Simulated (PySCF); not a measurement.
CH13NSi4, SMILES [SiH3][SiH2][Si@H](C[SiH3])N. Geometry: ωB97X-D3(BJ)/def2-SVP. The structure was generated by enumeration; whether it is a known compound was not checked. Other conformers were not sampled.

Q: Give the equilibrium geometry at ωB97X-D3(BJ)/def2-SVP (PySCF confirms it by a frequency run) as a Z-matrix. (The exact figures need the calculation; the answer reports its results.)

A: Several could match; the one computed here: 
```
Si
N 1 1.7427
H 2 1.0145 1 119.39
H 2 1.0151 3 110.59 1 -146.24
H 1 1.4941 2 105.71 3 30.68
C 1 1.8790 5 109.81 2 -117.08
H 6 1.1038 1 110.84 5 -160.13
H 6 1.1039 7 106.69 1 -118.83
Si 6 1.8837 7 109.15 8 -118.74
H 9 1.4907 6 110.85 7 -47.92
H 9 1.4921 10 109.38 6 122.16
H 9 1.4958 10 107.72 11 117.10
Si 1 2.3415 5 108.53 2 125.37
H 13 1.4961 1 112.84 5 -53.63
H 13 1.4985 14 107.97 1 121.49
Si 13 2.3348 14 110.05 15 118.31
H 16 1.4928 13 112.81 14 -53.63
H 16 1.4945 17 108.62 13 121.08
H 16 1.4946 17 108.62 18 117.27
```
Charge 0, spin multiplicity 1.
